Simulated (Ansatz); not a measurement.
Species: λ1-arsanylarsenic, As2, net charge 0, singlet state. SMILES: [As]#[As]
Geometry: optimised at B3LYP-D3(BJ)/def2-TZVP (Ansatz, a program for electronic structure).

Wanted: vertical electron affinity (to the doublet state of charge -1; a negative value means that the extra electron is unbound and the number depends on the basis; each state is the SCF solution reached for its spin; the UHF <S^2> is 1.17 for the doublet (pure: 0.75); for the doublet T1 is 0.074; for the singlet the Hartree-Fock reference is unstable and T1 is 0.017), in eV. Correlated levels leave the core frozen unless marked. UHF or UKS for open shells. Spin-orbit coupling is left out. The frozen core is the preceding noble-gas configuration, with the filled d and f shells of earlier blocks. No relativistic terms. Anions need diffuse functions: aug- sets have them; def2-D sets add few. CBS(X,Y): correlation extrapolated as X^-3; Hartree-Fock from the larger set.

| level | program | vertical electron affinity (eV) | minus last row |
|---|---|---|---|
| PBE/def2-TZVPD | Ansatz | 0.56 | -0.13 |
| PBE0/def2-TZVPD | Ansatz | 0.72 | 0.03 |
| BHLYP/def2-TZVPD | Ansatz | 0.67 | -0.02 |
| wB97M-V/def2-TZVPD | Ansatz | 0.63 | -0.06 |
| wB97X-V/def2-TZVPD | Ansatz | 0.72 | 0.03 |
| wB97X/def2-TZVPD | Ansatz | 0.72 | 0.03 |
| CCSD/def2-TZVPPD | Ansatz | 0.41 | -0.28 |
| CCSD/aug-cc-pVQZ | Ansatz | 0.68 | -0.01 |
| CCSD/def2-QZVPPD | Ansatz | 0.61 | -0.08 |
| CCSD/CBS(def2-TZVPPD,def2-QZVPPD) | Ansatz | 0.67 | -0.02 |
| CCSD(T)/aug-cc-pVDZ | Ansatz | 0.43 | -0.26 |
| CCSD(T)/def2-SVPD | Ansatz | 0.04 | -0.65 |
| CCSD(T)/aug-cc-pVQZ | Ansatz | 0.65 | -0.04 |
| CCSD(T)/CBS(def2-TZVPPD,def2-QZVPPD) | Ansatz | 0.64 | -0.05 |
| CCSD(T)/CBS(aug-cc-pVTZ,aug-cc-pVQZ) | Ansatz | 0.69 | 0.00 |
